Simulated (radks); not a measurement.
Neutral zirconium inside a hard spherical wall (all orbitals vanish at R), configuration held at [Kr] 4d2 5s2 and not refilled when levels cross. All-electron calculation, scalar-relativistic Kohn-Sham, PBE, spin-polarised, spherical densities, finite nucleus; open shells are filled with parallel spins first (spin-orbit coupling, left out, can overturn this in heavy ions); Fermi nuclear charge, rms radius 4.2694 fm. Program: a radial shooting solver on a logarithmic mesh with Libxc functionals. Eigenvalues in eV for spin up, with the zero of energy where the potential of the charges vanishes at infinity; a dash marks a level that is unbound or too diffuse for the functional's potential to be trusted. A positive occupied level is held by the wall or, in an anion where self-interaction has pushed it up, behind a barrier. The pressure on the wall is -dE/dV.

R (bohr)  E (hartree)  kinetic (hartree)    e(4s)    e(4p)   e(5s)   e(4d)  e(5p, empty)  e(6s, empty)  pressure (GPa)
free      -3598.51063           3699.966  -54.812  -32.852  -4.700  -4.058        -1.601             -               0
20        -3598.51063           3699.966  -54.812  -32.852  -4.700  -4.058        -1.601             -        < 0.0001
15        -3598.51062           3699.966  -54.811  -32.851  -4.699  -4.058        -1.596         0.266        < 0.0001
10        -3598.50921           3699.980  -54.714  -32.755  -4.625  -3.971        -1.408         2.068          0.0348
7         -3598.47896           3700.161  -53.756  -31.814  -3.789  -3.140         0.039         8.624            1.56
2.5       -3591.49223           3723.878  -24.180   -1.875  74.019  33.189        92.721        226.08            4620
2         -3580.33596           3757.173    2.596   28.094  166.03  70.709        190.77        422.84           22000
1.5       -3541.90047           3858.856   84.010   118.16  420.59  174.06        450.30        917.09          149000
